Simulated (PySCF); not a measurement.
**Correlation energy of Cu³⁺ (copper, charge +3)**

[Ar] 3d8, high-spin 3F determinant. All numbers are calculated (PySCF 2.14, scalar relativity by spin-free X2C-1e, in ANO-RCC-VTZP (6s5p3d2f1g, 59 functions)). Frozen: [Ar]; 8 electrons correlated.

```tsv
level	correlation energy (mhartree)
CCSD	-238.20
(T)	-3.05
CCSD(T)	-241.25
```

Diagnostics: T1 = 0.0042, D1 = 0.0060, largest double amplitude 0.018.

Q: Is a single reference adequate?

A: Yes: T1 lies below 0.03 and no double amplitude reaches 0.07.
